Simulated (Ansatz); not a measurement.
`B[SiH2]OC` + `O[SiH3]` → `CO[SiH2]O[SiH3]` + BH₃ at 400 K and 1 bar (cleavage of the Si–B bond).

Computed with Ansatz on PBE0-D4/def2-TZVP structures; ΔE is electronic, products minus reactants. CCSD(T)/CBS is the MP2 limit (def2-TZVPP, def2-QZVPP) plus CCSD(T) − MP2 in def2-TZVPP, frozen cores. This one scheme is used for every species. Each species was taken in one conformer, which may not be the lowest.

```tsv
species	CCSD(T)/CBS energy (Eh)	H − E (kJ/mol)	S (J/(mol·K))
`B[SiH2]OC`	-431.29232	239.8	372.8
`O[SiH3]`	-366.69042	120.0	276.4
`CO[SiH2]O[SiH3]`	-771.48835	275.9	437.0
BH₃	-26.55200	82.6	199.4
```

H − E and S are ideal-gas, rigid-rotor, harmonic terms from PBE0-D4/def2-TZVP, for one conformer and one mirror image of each species. 1 Eh = 2625.50 kJ/mol, R = 8.31446 J/(mol·K).

Problem. By hand: ΔE, ΔH, ΔS and ΔG.

Solution. ΔE = (-771.48835) + (-26.55200) − (-431.29232) − (-366.69042) = -0.05761 Eh = -151.3 kJ/mol. Δ(H − E) = 275.9 + 82.6 − 239.8 − 120.0 = -1.3, so ΔH = -152.6 kJ/mol. ΔS = 437.0 + 199.4 − 372.8 − 276.4 = -12.8 J/(mol·K). ΔG = -152.6 − 400 × (-12.8)/1000 = -147.5 kJ/mol.

Problem. By hand: the equilibrium constant, and the temperature at which ΔG would vanish if ΔH and ΔS stayed fixed.

Solution. log₁₀ K = −ΔG/(RT ln 10) = 19.3. ΔG = 0 at ΔH/ΔS = 11922 K, far beyond where these terms or the molecules hold.

The number of gas molecules stays the same, so ΔS is small and ΔH decides. A doubt of 5 kJ/mol in ΔE shifts log₁₀ K by 0.7 here. Other conformers and mirror images would add mixing entropy, several J/(mol·K) or more a flexible species. Modes under 60 cm⁻¹, often nearly free rotors, make the harmonic entropy too high. These are equilibria of isolated gas molecules and say nothing of rates. Largest T1 diagnostic: 0.011 (customary marks: 0.02 for closed shells, 0.045 for open ones).
